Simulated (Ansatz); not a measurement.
Consider the cleavage of the Al–Si bond: `C[O][AlH][SiH2][SiH3]` + H₂S → `C[O][AlH][SH]` + `[SiH3][SiH3]`.

Program: Ansatz. Geometries: PBE0-D4/def2-TZVP. ΔE: electronic, gas phase. CBS: MP2 limit from def2 TZ/QZ plus the TZ coupled-cluster correction, frozen cores. This one scheme is used for every species. Functionals use def2-TZVPP. B3LYP here is the variant with VWN-RPA as its local correlation; programs differ in this. One conformer a species, not always the lowest.

```json
{"level": "r2SCAN-D4", "ΔE (kJ/mol)": "-101.7", "difference from CCSD(T)/CBS": "0.7"}
{"level": "ωB97X-V", "ΔE (kJ/mol)": "-101.6", "difference from CCSD(T)/CBS": "0.8"}
{"level": "ωB97M-V", "ΔE (kJ/mol)": "-106.0", "difference from CCSD(T)/CBS": "-3.6"}
{"level": "PBE", "ΔE (kJ/mol)": "-91.4", "difference from CCSD(T)/CBS": "11.0"}
{"level": "r2SCAN", "ΔE (kJ/mol)": "-103.0", "difference from CCSD(T)/CBS": "-0.6"}
{"level": "PBE0", "ΔE (kJ/mol)": "-96.4", "difference from CCSD(T)/CBS": "6.0"}
{"level": "B3LYP", "ΔE (kJ/mol)": "-105.6", "difference from CCSD(T)/CBS": "-3.2"}
{"level": "HF/def2-TZVPP", "ΔE (kJ/mol)": "-119.1", "difference from CCSD(T)/CBS": "-16.7"}
{"level": "MP2/def2-TZVPP", "ΔE (kJ/mol)": "-109.3", "difference from CCSD(T)/CBS": "-6.9"}
{"level": "CCSD/def2-TZVPP", "ΔE (kJ/mol)": "-102.6", "difference from CCSD(T)/CBS": "-0.2"}
{"level": "CCSD(T)/def2-TZVPP", "ΔE (kJ/mol)": "-100.6", "difference from CCSD(T)/CBS": "1.8"}
{"level": "HF/def2-QZVPP", "ΔE (kJ/mol)": "-119.1", "difference from CCSD(T)/CBS": "-16.7"}
{"level": "MP2/def2-QZVPP", "ΔE (kJ/mol)": "-110.3", "difference from CCSD(T)/CBS": "-7.9"}
{"level": "SCS-MP2/def2-QZVPP", "ΔE (kJ/mol)": "-110.7", "difference from CCSD(T)/CBS": "-8.3"}
{"level": "HF/CBS(def2)", "ΔE (kJ/mol)": "-119.1", "difference from CCSD(T)/CBS": "-16.7"}
{"level": "MP2/CBS(def2)", "ΔE (kJ/mol)": "-111.1", "difference from CCSD(T)/CBS": "-8.7"}
{"level": "CCSD(T)/CBS", "ΔE (kJ/mol)": "-102.4", "difference from CCSD(T)/CBS": "0"}
```

Largest T1 diagnostic among the species: 0.014.

From PBE to PBE0 (25 % exact exchange), in def2-TZVPP and without D4, ΔE moves by −5.0 kJ/mol. In def2-TZVPP, CCSD(T) changes the Hartree–Fock value by +18.5 kJ/mol (the triples alone add +2.0 kJ/mol) and MP2 by +9.8 kJ/mol.
